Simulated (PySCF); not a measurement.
A structure optimised at ωB97X-D3(BJ)/def2-SVP, used in a PySCF frequency run:

```
Ge
O 1 1.7566
H 2 0.9648 1 112.22
O 1 1.7566 2 116.01 3 -87.27
H 4 0.9648 1 112.22 2 -87.27
O 1 1.7566 2 106.31 3 154.81
H 6 0.9648 1 112.22 2 -30.65
O 1 1.7566 2 106.31 3 30.65
H 8 0.9648 1 112.22 2 -154.81
```
Charge 0, spin multiplicity 1.

**Question.** Write its SMILES, formula and point group.

**Answer.** [OH][Ge]([OH])([OH])[OH], GeH4O4, S4

**Question.** What are its rotational constants (standard atomic weights)?

**Answer.** 3.6138, 3.6138, 3.1995 GHz
